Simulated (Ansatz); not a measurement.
Mulliken charges of CH$_{2}$F$_{2}$SSi (`F[Si]1(F)CS1`) from r2SCAN/def2-TZVPP in Ansatz (PBE0-D4/def2-TZVP geometry).

```
atom   x (Å)   y (Å)   z (Å)  charge (e)
  F1  -0.218  -2.141   0.249      -0.292
 Si2   0.447  -0.714   0.166       0.801
  F3   1.649  -0.749   1.185      -0.292
  C4  -0.540   0.776  -0.081      -0.217
  S5   0.564   0.313  -1.593      -0.220
  H6  -0.245   1.726   0.353       0.110
  H7  -1.596   0.719  -0.325       0.110
```

Question: By hand: the dipole of these point charges (1 e Å = 4.8032 D).

Answer: Σ q r = (-0.269, 0.304, 0.085) e Å, of length 0.415 e Å = 1.99 D.

Question: How does the dipole of the full density compare? (Best estimate.)

Answer: Ansatz gave: (-0.213, 0.207, 0.116) e Å, 1.53 D; the point charges give 1.30 times that, at 10° from its direction.

Point charges leave out the atoms' own dipoles, such as those of lone pairs, and Mulliken's split depends on the basis, so the two needn't agree.
